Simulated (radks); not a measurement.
Species: Br6+. Configuration: [Ar] 3d10 4s1. Calculated with a radial shooting solver on a logarithmic mesh with Libxc functionals: scalar-relativistic Kohn-Sham, LB94 model potential, spin-unpolarised, spherical densities, finite nucleus; Fermi nuclear charge, rms radius 4.1629 fm. Some entries of the table are withheld. Estimate them.

| orbital | occ. | eigenvalue (Ry) | <1/r> (bohr^-1) |
|---|---|---|---|
| 1s | 2 | -993.2010 | 35.70 |
| 2s | 2 | (1) | 7.909 |
| 2p | 6 | (2) | 7.761 |
| 3s | 2 | (3) | 2.585 |
| 3p | 6 | -20.33440 | 2.444 |
| 3d | 10 | (4) | (5) |
| 4s | 1 | -7.88163 | (6) |

Answer. 
(1) 2s eigenvalue (Ry): -136.4234
(2) 2p eigenvalue (Ry): -121.4933
(3) 3s eigenvalue (Ry): -25.05731
(4) 3d eigenvalue (Ry): -12.49061
(5) 3d <1/r> (bohr^-1): 2.186
(6) 4s <1/r> (bohr^-1): 0.9760
